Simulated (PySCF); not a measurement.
The multiplicity is imposed and other spin states were not computed.

B3LYP has the VWN-RPA correlation part, as in Gaussian. 

Cartesian coordinates (Å):
```xyz
4

Cd    -0.1026     0.0199    -0.0599
O      0.3167     1.7214     0.8650
H      0.7706     1.5264     1.7077
Br    -0.6667    -1.9650    -1.3198
```
Charge 0, multiplicity 1.

Give the charge on the central atom (Mulliken), HOMO–LUMO gap, total energy, HOMO and LUMO at the level B3LYP-D3(BJ)/def2-TZVP // TPSS-D3(BJ)/def2-SVP (PySCF).


```yaml
charge on the central atom (Mulliken): 0.80 e
HOMO–LUMO gap: 5.58 eV
total_energy: -2817.9284 Ha
HOMO: -7.92 eV
LUMO: -2.34 eV
```
